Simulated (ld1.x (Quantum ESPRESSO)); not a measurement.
Which change was made? (Au, TM)

```json
{
 "Element": "gold (Au)",
 "Generator": "ld1.x (Quantum ESPRESSO) 7.5",
 "Type": "norm-conserving Troullier–Martins (Kleinman–Bylander form)",
 "Functional": "PBE",
 "Relativity": "scalar-relativistic",
 "Frozen core": "[Xe] 4f14",
 "Valence charge": "11",
 "Reference configuration": "5d10 6s1 6p0",
 "Partial waves": "6s (bound): rc 2.05 bohr; 6p (bound, empty): rc 2.65 bohr; 5d (bound): rc 2.35 bohr",
 "Local potential": "the d channel",
 "Core correction": "a·sin(br)/r model core, default radius (core density twice the valence density)"
}
```

Cutoffs, loose and tight: the cutoffs (Ry, on a coarse ladder) from which the occupation-weighted sum of valence levels, in a spherical-Bessel basis at the reference potential, stays within 10 and 1 mRy of its value at 400 Ry. They do not see the model core or the augmentation charge, which bear on the density cutoff. Test errors are all-electron minus pseudo excitation energies from the reference, over the configurations 5d10 6s0 6p0; 5d9 6s0 6p0; 5d8 6s0 6p0; 5d9 6s2 6p0; 5d9 6s1 6p0; 5d9 6s1 6p1; 5d7 6s0 6p0; variants that change the core or the reference have their own tests. The largest error is taken over the tests solved by every variant that gives reliable tests at all, those not shown here included: 5d10 6s0 6p0; 5d7 6s0 6p0; 5d8 6s0 6p0; 5d9 6s0 6p0; 5d9 6s1 6p0; 5d9 6s2 6p0.

The base gives: outcome: generated; cutoff, loose: 40 Ry; cutoff, tight: 55 Ry; bound ghosts: s, p; largest test error (meV): -559.

Problem. After one change the result is: outcome: generated; cutoff, loose: 35 Ry; cutoff, tight: 50 Ry; bound ghosts: s; largest test error (meV): -552. Which change was it?
A. all radii but the core radius scaled by about 1.29 (s 2.64, p 3.42, d 3.02 bohr)
B. all radii but the core radius scaled by about 1.15 (s 2.36, p 3.06, d 2.72 bohr)
C. all radii but the core radius scaled by about 0.75 (s 1.54, p 1.98, d 1.76 bohr)

Solution. B. The others give: all radii but the core radius scaled by about 0.75 (s 1.54, p 1.98, d 1.76 bohr) → outcome: generated; cutoff, loose: 70 Ry; cutoff, tight: 120 Ry; bound ghosts: s, p; largest test error (meV): -573 | all radii but the core radius scaled by about 1.29 (s 2.64, p 3.42, d 3.02 bohr) → outcome: generated; cutoff, loose: 30 Ry; cutoff, tight: 45 Ry; bound ghosts: s; largest test error (meV): -441.
